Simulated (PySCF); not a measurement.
# Unknowns

In vacuum, no relativistic terms, averaged over atoms made equivalent by symmetry, fast rotation or ring inversion, a single conformation. Shieldings: GIAO PBE0/pcSseg-1; structure optimised with GFN2-xTB; PySCF 2.14.

Referencing at the same level of theory: 1H and 13C vs TMS. Splittings of carbon signals by F and P are missing where no couplings were computed. Where no couplings were computed, multiplicities follow the n + 1 count of equivalent neighbours, and m marks all less simple cases (inequivalent or close neighbours, rings, F or P nearby). Shifts are as computed. Against solution values, carbons near 30 ppm lie about +3 ppm off and those near 130 ppm about +5 ppm. Of 1211 compounds with measured shifts, 218 miss one by over three times the rms of a fit or turn the order of signals round; such compounds aren't used in these exercises.

**Question.** C5H3F4P. 1H NMR (400 MHz, computed): δ 7.56 (m, 1H), 6.69 (m, 1H), 5.28 (m, 1H). 13C{1H} NMR (computed): δ 194.6 (C), 147.0 (CH), 133.0 (C), 132.3 (C), 123.4 (CH). Give a structure.

**Answer.** SMILES FC(C1=CC=C(F)P1)(F)F. 5 carbon signals for 5 carbons: no two carbons are equivalent. Carbon types of the structure: 3 × C, 2 × CH, leaving 1 H on heteroatoms. δC 194.6, 133.0: unsaturated ring carbon. δC 147.0, 123.4: unsaturated ring CH. δC 132.3: CF3 carbon; 3 electronegative neighbours deshield it. δH 5.28: hydrogen on a ring phosphorus.

The shifts were computed for this structure.

**Question.** C8H8O2. 1H NMR (400 MHz, computed): δ 7.24 (m, 2H), 7.15 (m, 2H), 4.16 (s, 4H). 13C{1H} NMR (computed): δ 150.2 (C), 126.5 (CH), 123.5 (CH), 67.3 (CH2). Give a structure.

**Answer.** 1,4-benzodioxane (SMILES c1ccc2c(c1)OCCO2). Rings plus π bonds: 5 (2 rings in the answer). 4 carbon signals for 8 carbons: some carbons are equivalent by symmetry or fast rotation. Carbon types of the structure: 2 × C, 4 × CH, 2 × CH2, which accounts for all hydrogens. δC 150.2: aromatic carbon bearing oxygen; an ipso carbon deshielded by its heteroatom. δC 126.5, 123.5: aromatic CH. δC 67.3: sp3 CH2 bonded to O; deshielded by the electronegative neighbour. δH 7.24, 7.15: hydrogen on an aromatic CH; the ring current deshields protons in the ring plane.

This is the structure that produced the data.

**Question.** C7H16Si. 1H NMR (400 MHz, computed): δ 6.48 (m, 1H), 6.07 (m, 1H), 4.12 (d, 2H), 2.05 (d, 3H), 1.00 (s, 9H). 13C{1H} NMR (computed): δ 157.5 (CH), 129.7 (CH), 29.2 (CH3), 27.2 (CH3), 21.2 (C). What is it?

**Answer.** SMILES C/C=C/[SiH2]C(C)(C)C. The formula gives 1 degree of unsaturation (no ring in the answer). 5 carbon signals for 7 carbons: some carbons are equivalent by symmetry or fast rotation. Carbon types of the structure: 1 × C, 2 × CH, 4 × CH3, leaving 2 H on heteroatoms. δC 157.5, 129.7: alkene CH; an sp2 carbon of a C=C bond. δC 29.2: methyl carbon; a saturated carbon with 1 carbon neighbour and no heteroatom attached. δC 27.2: allylic methyl carbon; aliphatic region, no heteroatom directly attached. δH 6.48, 6.07: hydrogen on an alkene CH; attached to an sp2 carbon and in the plane of the double bond.

This is the structure that produced the data.
